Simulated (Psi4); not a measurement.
Psi4 input (wB97X-D/6-311+G**):

```
memory 1500 MB

molecule {
-1 1
C     1.93268500    0.37568400   -0.26798100
N     0.60727100    0.82963300    0.00873100
B    -0.44403800   -0.03601400    0.06813800
O    -0.42921500   -1.45718000   -0.11989700
O    -1.78034100    0.42726500    0.34785400
H     2.65036700    0.62382100    0.54220500
H     2.03549100   -0.71764800   -0.42763400
H     2.36893500    0.84787700   -1.17338700
H    -1.33015700   -1.77462100   -0.01356000
H    -1.67500900    1.37842600    0.45479600
symmetry c1
no_reorient
no_com
}

set {
  basis 6-311+G**
  reference rks
  scf_type df
  df_basis_scf def2-universal-jkfit
  dft_radial_points 99
  dft_spherical_points 590
  e_convergence 1e-8
  d_convergence 1e-7
  maxiter 150
}

e = energy('wb97x-d')
print_out(f'\nFINAL {e:.10f} DIPOLE {variable("CURRENT DIPOLE")[0]:.6f} {variable("CURRENT DIPOLE")[1]:.6f} {variable("CURRENT DIPOLE")[2]:.6f}\n')
```

Output:

```
   => Loading Basis Set <=

    Name: 6-311+G**
    Role: ORBITAL
    Keyword: BASIS
    atoms 1    entry C          line   129 file 6-311pgss.gbs
    atoms 2    entry N          line   150 file 6-311pgss.gbs
    atoms 3    entry B          line   108 file 6-311pgss.gbs
    atoms 4-5  entry O          line   171 file 6-311pgss.gbs
    atoms 6-10 entry H          line    42 file 6-311pgss.gbs

   => WB97X-D: Empirical Dispersion <=

    Chai and Head-Gordon Dispersion Correction
    Chai, J.-D.; Head-Gordon, M. (2010), J. Chem. Phys., 132: 6615-6620

        s6 =       1.000000

         ---------------------------------------------------------
                                   SCF
               by Justin Turney, Rob Parrish, Andy Simmonett
                          and Daniel G. A. Smith
                              RKS Reference
         ---------------------------------------------------------

  ==> Geometry <==

    Molecular point group: c1
    Full point group: C1

    Geometry (in Angstrom), charge = -1, multiplicity = 1:

       Center              X                  Y                   Z               Mass
    ------------   -----------------  -----------------  -----------------  -----------------
         C            1.932685000000     0.375684000000    -0.267981000000    12.000000000000
         N            0.607271000000     0.829633000000     0.008731000000    14.003074004430
         B           -0.444038000000    -0.036014000000     0.068138000000    11.009305360000
         O           -0.429215000000    -1.457180000000    -0.119897000000    15.994914619570
         O           -1.780341000000     0.427265000000     0.347854000000    15.994914619570
         H            2.650367000000     0.623821000000     0.542205000000     1.007825032230
         H            2.035491000000    -0.717648000000    -0.427634000000     1.007825032230
         H            2.368935000000     0.847877000000    -1.173387000000     1.007825032230
         H           -1.330157000000    -1.774621000000    -0.013560000000     1.007825032230
         H           -1.675009000000     1.378426000000     0.454796000000     1.007825032230

  Running in c1 symmetry.

  Rotational constants: A =      0.31004  B =      0.12523  C =      0.09069 [cm^-1]
  Rotational constants: A =   9294.69261  B =   3754.40884  C =   2718.76318 [MHz]
  Nuclear repulsion =  162.740312644553342

  Charge       = -1
  Multiplicity = 1
  Electrons    = 40
  Nalpha       = 20
  Nbeta        = 20

  ==> Algorithm <==

  SCF Algorithm Type is DF.
  DIIS enabled.
  MOM disabled.
  Fractional occupation disabled.
  Guess Type is SAD.
  Energy threshold   = 1.00e-08
  Density threshold  = 1.00e-07
  Integral threshold = 1.00e-12

  ==> Primary Basis <==

  Basis Set: 6-311+G**
    Blend: 6-311+G**
    Number of shells: 70
    Number of basis functions: 140
    Number of Cartesian functions: 145
    Spherical Harmonics?: true
    Max angular momentum: 2

  ==> DFT Potential <==

   => LibXC <=

    Version 7.1.2
    S. Lehtola, C. Steigemann, M. J. T. Oliveira, and M. A. L. Marques,  SoftwareX 7, 1–5 (2018) (10.1016/j.softx.2017.11.002)

   => Composite Functional: WB97X-D <=

    wB97X-D Hyb-GGA Exchange-Correlation Functional

    J.-D. Chai and M. Head-Gordon,  Phys. Chem. Chem. Phys. 10, 6615–6620 (2008) (10.1039/B810189B)

    Deriv               =              1
    GGA                 =           TRUE
    Meta                =          FALSE

    Exchange Hybrid     =           TRUE
    MP2 Hybrid          =          FALSE

   => Exchange-Correlation Functionals <=

    1.0000   wB97X-D range-separated functional

   => Exact (HF) Exchange <=

    0.7780            HF,LR [omega = 0.2000]
    0.2220               HF

   => LibXC Density Thresholds  <==

    XC_HYB_GGA_XC_WB97X_D:  1.00E-14

   => Molecular Quadrature <=

    Radial Scheme          =       TREUTLER
    Pruning Scheme         =           NONE
    Nuclear Scheme         =       TREUTLER

    Blocking Scheme        =         OCTREE
    BS radius alpha        =              1
    Pruning alpha          =              1
    Radial Points          =             99
    Spherical Points       =            590
    Total Points           =         556441
    Total Blocks           =           3940
    Max Points             =            256
    Max Functions          =            138
    Weights Tolerance      =       1.00E-15

   => Loading Basis Set <=

    Name: DEF2-UNIVERSAL-JKFIT
    Role: JKFIT
    Keyword: DF_BASIS_SCF
    atoms 1    entry C          line   198 file def2-universal-jkfit.gbs
    atoms 2    entry N          line   258 file def2-universal-jkfit.gbs
    atoms 3    entry B          line   138 file def2-universal-jkfit.gbs
    atoms 4-5  entry O          line   318 file def2-universal-jkfit.gbs
    atoms 6-10 entry H          line    18 file def2-universal-jkfit.gbs

  ==> Integral Setup <==

  SCF_SUBTYPE=INCORE selected. In-core MEM_DF algorithm will be used.
  Using in-core AOs.

  ==> MemDFJK: Density-Fitted J/K Matrices <==

    J tasked:                   Yes
    K tasked:                   Yes
    wK tasked:                  Yes
    Omega:                2.000E-01
    Algorithm:                 Core
    Schwarz Cutoff:           1E-12
    Mask sparsity (%):       3.5918
    Fitting Condition:        1E-10

   => Auxiliary Basis Set <=

  Basis Set: DEF2-UNIVERSAL-JKFIT
    Blend: DEF2-UNIVERSAL-JKFIT
    Number of shells: 155
    Number of basis functions: 471
    Number of Cartesian functions: 557
    Spherical Harmonics?: true
    Max angular momentum: 4

  Cached 33.4% of DFT collocation blocks in 0.564 [GiB].

  Minimum eigenvalue in the overlap matrix is 5.4943071879E-04.
  Reciprocal condition number of the overlap matrix is 6.0625278759E-05.
    Using symmetric orthogonalization.

  ==> Pre-Iterations <==

  SCF Guess: Superposition of Atomic Densities via on-the-fly atomic UHF (no occupation information).

   -------------------------
    Irrep   Nso     Nmo
   -------------------------
     A        140     140
   -------------------------
    Total     140     140
   -------------------------

  ==> Iterations <==

                           Total Energy        Delta E     RMS |[F,P]|

   @DF-RKS iter SAD:  -270.05217555310298   -2.70052e+02   0.00000e+00
   @DF-RKS iter   1:  -270.68677599913786   -6.34600e-01   8.51640e-03 DIIS/ADIIS
   @DF-RKS iter   2:  -268.12790758358182    2.55887e+00   1.42654e-02 DIIS/ADIIS
   @DF-RKS iter   3:  -271.14116432065828   -3.01326e+00   4.06730e-03 DIIS/ADIIS
   @DF-RKS iter   4:  -271.27829862170148   -1.37134e-01   1.18590e-03 DIIS/ADIIS
   @DF-RKS iter   5:  -271.29159059711031   -1.32920e-02   3.22731e-04 DIIS/ADIIS
   @DF-RKS iter   6:  -271.29265359798711   -1.06300e-03   1.36922e-04 DIIS/ADIIS
   @DF-RKS iter   7:  -271.29283686354381   -1.83266e-04   4.67447e-05 DIIS
   @DF-RKS iter   8:  -271.29286080944615   -2.39459e-05   1.98354e-05 DIIS
   @DF-RKS iter   9:  -271.29286527176083   -4.46231e-06   9.91445e-06 DIIS
   @DF-RKS iter  10:  -271.29286661211376   -1.34035e-06   3.13982e-06 DIIS
   @DF-RKS iter  11:  -271.29286681508427   -2.02971e-07   7.25473e-07 DIIS
   @DF-RKS iter  12:  -271.29286683639970   -2.13154e-08   2.09579e-07 DIIS
   @DF-RKS iter  13:  -271.29286683850825   -2.10855e-09   3.83546e-08 DIIS
  Energy and wave function converged.

  ==> Post-Iterations <==

   Electrons on quadrature grid:
      Ntotal   =   40.0000002736 ; deviation = 2.736e-07

    Orbital Energies [Eh]
    ---------------------

    Doubly Occupied:

       1A    -19.049889     2A    -19.045088     3A    -14.133764
       4A    -10.103785     5A     -6.649927     6A     -0.925907
       7A     -0.889941     8A     -0.712261     9A     -0.529804
      10A     -0.425074    11A     -0.403853    12A     -0.327448
      13A     -0.302047    14A     -0.297747    15A     -0.260604
      16A     -0.255607    17A     -0.234703    18A     -0.203006
      19A     -0.094584    20A     -0.073081

    Virtual:

      21A      0.189454    22A      0.194389    23A      0.200745
      24A      0.213020    25A      0.234350    26A      0.246482
      27A      0.259165    28A      0.302659    29A      0.341137
      30A      0.365471    31A      0.372326    32A      0.383699
      33A      0.392987    34A      0.409098    35A      0.412088
      36A      0.422801    37A      0.434258    38A      0.447854
      39A      0.450760    40A      0.458640    41A      0.477071
      42A      0.483742    43A      0.487728    44A      0.503912
      45A      0.527634    46A      0.567973    47A      0.582517
      48A      0.620769    49A      0.672299    50A      0.676437
      51A      0.703455    52A      0.727825    53A      0.740539
      54A      0.760488    55A      0.772220    56A      0.837998
      57A      0.858575    58A      0.882979    59A      0.905086
      60A      0.915119    61A      0.973872    62A      0.999778
      63A      1.149860    64A      1.151360    65A      1.200798
      66A      1.205400    67A      1.237791    68A      1.259800
      69A      1.279639    70A      1.313514    71A      1.324049
      72A      1.346943    73A      1.367289    74A      1.400065
      75A      1.438982    76A      1.478124    77A      1.539045
      78A      1.600958    79A      1.642777    80A      1.669269
      81A      1.685184    82A      1.723881    83A      1.747228
      84A      1.764353    85A      1.817924    86A      1.835621
      87A      1.889026    88A      1.909753    89A      1.939552
      90A      1.986097    91A      2.065776    92A      2.106610
      93A      2.182805    94A      2.328186    95A      2.340949
      96A      2.343906    97A      2.387164    98A      2.442721
      99A      2.557060   100A      2.646889   101A      2.679829
     102A      2.695897   103A      2.778604   104A      2.806815
     105A      2.818641   106A      2.823512   107A      2.836604
     108A      2.875550   109A      2.914186   110A      2.982918
     111A      3.054727   112A      3.197116   113A      3.243337
     114A      3.322123   115A      3.334733   116A      3.442416
     117A      3.451300   118A      3.514423   119A      3.737950
     120A      3.770596   121A      3.864737   122A      3.978104
     123A      4.012880   124A      4.045173   125A      4.137674
     126A      4.202823   127A      4.291895   128A      4.631797
     129A      5.180828   130A      5.268088   131A      5.284589
     132A      5.513407   133A      5.712066   134A      5.834425
     135A      5.907040   136A     15.038107   137A     24.245035
     138A     35.941204   139A     50.204261   140A     50.243287

    Final Occupation by Irrep:
              A
    DOCC [    20 ]
    NA   [    20 ]
    NB   [    20 ]

  @DF-RKS Final Energy:  -271.29286683850825

   => Energetics <=

    Nuclear Repulsion Energy =            162.7403126445533417
    One-Electron Energy =                -701.4431249899721479
    Two-Electron Energy =                 292.1355806506344379
    DFT Exchange-Correlation Energy =     -24.7231199566118605
    Empirical Dispersion Energy =          -0.0025151871120292
    VV10 Nonlocal Energy =                  0.0000000000000000
    Total Energy =                       -271.2928668385082460

Computation Completed

Properties will be evaluated at   0.000000,   0.000000,   0.000000 [a0]

Properties computed using the SCF density matrix

 Multipole Moments:

 ------------------------------------------------------------------------------------
     Multipole            Electronic (a.u.)      Nuclear  (a.u.)        Total (a.u.)
 ------------------------------------------------------------------------------------

 L = 1.  Multiply by 2.5417464519 to convert [e a0] to [Debye]
 Dipole X            :         -0.4559056           -0.0000076           -0.4559131
 Dipole Y            :         -0.5443933           -0.0000000           -0.5443933
 Dipole Z            :          0.0036978           -0.0000057            0.0036921
 Magnitude           :                                                    0.7100947

 ------------------------------------------------------------------------------------

FINAL -271.2928668385 DIPOLE -0.455913 -0.544393 0.003692

*** Psi4 exiting successfully. Buy a developer a beer!
```

The dipole moment of an ion depends on the origin.

The geometry given is a B3LYP-D3(BJ)/def2-TZVP minimum.
